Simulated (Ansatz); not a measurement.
Molecule (SMILES): [Cl][Ge] (Cl-Ge), doublet.
Atoms: Ge1, Cl2. Bonds: Ge1-Cl2.

Basis-set convergence of the highest harmonic wavenumber at MP2 with Ansatz (an electronic-structure program). Each level at its own minimum, finite differences of forces, unscaled; the reference is a large set that could be run, not a limit. All functions are spherical. Cores are frozen (with 3d on Ga to Br). Open shells are unrestricted. No added dispersion term, no relativity. Reference: the value in pcseg-3, 409 cm⁻¹, itself unsure by roughly 3 cm⁻¹ (its mean distance from cc-pV(Q+d)Z, aug-pcseg-2, aug-cc-pV(T+d)Z). Deviations are taken from unrounded values.

| basis | functions | highest harmonic wavenumber (cm⁻¹) |
|---|---|---|
| pcseg-1 | 45 | 393 |
| aug-pcseg-1 | 63 | 384 |
| cc-pV(D+d)Z | 50 | 409 |
| aug-cc-pV(D+d)Z | 68 | 388 |
| def2-SVP | 50 | 419 |
| def2-SVPD | 65 | 387 |
| pcseg-2 | 77 | 415 |
| aug-pcseg-2 | 109 | 406 |
| cc-pV(T+d)Z | 82 | 410 |
| aug-cc-pV(T+d)Z | 114 | 404 |
| def2-TZVP | 85 | 413 |
| def2-TZVPD | 100 | 409 |
| def2-TZVPP | 90 | 413 |
| def2-TZVPPD | 105 | 409 |

What the diffuse functions change, pair by pair:
- pcseg-1 to aug-pcseg-1: 18 more functions, deviation -16 to -25 cm⁻¹
- cc-pV(D+d)Z to aug-cc-pV(D+d)Z: 18 more functions, deviation 0 to -21 cm⁻¹
- def2-SVP to def2-SVPD: 15 more functions, deviation 10 to -23 cm⁻¹
- pcseg-2 to aug-pcseg-2: 32 more functions, deviation 6 to -3 cm⁻¹
- cc-pV(T+d)Z to aug-cc-pV(T+d)Z: 32 more functions, deviation 1 to -5 cm⁻¹
- def2-TZVP to def2-TZVPD: 15 more functions, deviation 3 to -1 cm⁻¹
- def2-TZVPP to def2-TZVPPD: 15 more functions, deviation 4 to 0 cm⁻¹

They bring the value nearer the reference by more than 3 cm⁻¹ in 1 of 7 pairs.
